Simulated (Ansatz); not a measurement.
## Abstraction of Br: CBrClF2 + BCl2 → CClF2 + BBrCl2

Species: CBrClF2 `FC(F)(Cl)Br`, singlet; BCl2 `Cl[B]Cl`, doublet; CClF2 (chlorodifluoromethyl radical) `F[C](F)Cl`, doublet; BBrCl2 (bromodichloroborane) `ClB(Cl)Br`, singlet. A radical takes Br: the energy is the difference in strength between the C–Br bond broken and the B–Br bond made.

Shapes, held fixed at every level: PBE0-D4/def2-TZVP. Programs: Ansatz 0.2.0. The zero-point and thermal change to 298 K, harmonic and unscaled (PBE0-D4/def2-TZVP), is +1.1 kJ/mol.

Task: Estimate ΔH(298 K) of this reaction.

Result: The highest level, CCSD(T)/def2-TZVPP, gives ΔH(298 K) = -148.0 kJ/mol; the levels span -165.0 to -140.6. The column of differences is taken from that level and isn't an error. No measured value is set beside it here. Open shells run unrestricted. Relativity is left out for Br. Outer-core shells of Br are correlated in most correlated rows, in sets that cover them unevenly. Times are processor times on shared x86 and Arm servers, and rough.

```json
{"level": "MP2/def2-TZVPP", "kind": "perturbation theory", "ΔH(298 K) (kJ/mol)": "-148.6", "less CCSD(T)/def2-TZVPP": "-0.6", "CPU time (sum over the molecules)": "–"}
{"level": "HF/def2-TZVPP", "kind": "Hartree–Fock", "ΔH(298 K) (kJ/mol)": "-165.0", "less CCSD(T)/def2-TZVPP": "-17.0", "CPU time (sum over the molecules)": "–"}
{"level": "SPW92/def2-TZVPP", "kind": "LDA", "ΔH(298 K) (kJ/mol)": "-140.6", "less CCSD(T)/def2-TZVPP": "+7.4", "CPU time (sum over the molecules)": "7.5 s"}
{"level": "PBE-D4/def2-TZVPP", "kind": "GGA", "ΔH(298 K) (kJ/mol)": "-144.1", "less CCSD(T)/def2-TZVPP": "+3.9", "CPU time (sum over the molecules)": "14 s"}
{"level": "PBE0-D4/def2-TZVPP", "kind": "global hybrid", "ΔH(298 K) (kJ/mol)": "-150.5", "less CCSD(T)/def2-TZVPP": "-2.5", "CPU time (sum over the molecules)": "18 s"}
{"level": "CCSD(T)/def2-SVP", "kind": "coupled cluster or CI", "ΔH(298 K) (kJ/mol)": "-160.4", "less CCSD(T)/def2-TZVPP": "-12.4", "CPU time (sum over the molecules)": "15 s"}
{"level": "CCSD(T)/def2-TZVPP", "kind": "coupled cluster or CI", "ΔH(298 K) (kJ/mol)": "-148.0", "less CCSD(T)/def2-TZVPP": "0.0", "CPU time (sum over the molecules)": "2.9 min"}
```
